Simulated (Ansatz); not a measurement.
VSeF3. Charge 0, multiplicity 1. Geometry relaxed at r2SCAN-D4/def2-SVP.

| atom | x (Å) | y (Å) | z (Å) |
| --- | --- | --- | --- |
| V1 | 0.0470 | 0.0752 | 0.0337 |
| Se2 | -1.0130 | -1.6222 | -0.7350 |
| F3 | 1.3266 | -0.4683 | 1.0191 |
| F4 | -1.0254 | 1.0307 | 0.9504 |
| F5 | 0.6649 | 0.9847 | -1.2683 |

The restricted singlet is unstable towards broken spin symmetry in Hartree–Fock (as tested in another run); at r2SCAN-D4/def2-SVP this wasn't settled.

Q: Estimate the harmonic wavenumbers at RKS r2SCAN-D4/def2-SVP (Ansatz, unscaled). Is this a minimum?

A: 198, 198, 212, 212, 224, 460, 762, 832, 833 cm⁻¹. Yes, no mode is imaginary beyond noise. Zero-point energy 23.5 kJ/mol. Hardware: 4 threads of Arm Neoverse V1 on a shared host. Wall time 49 s.
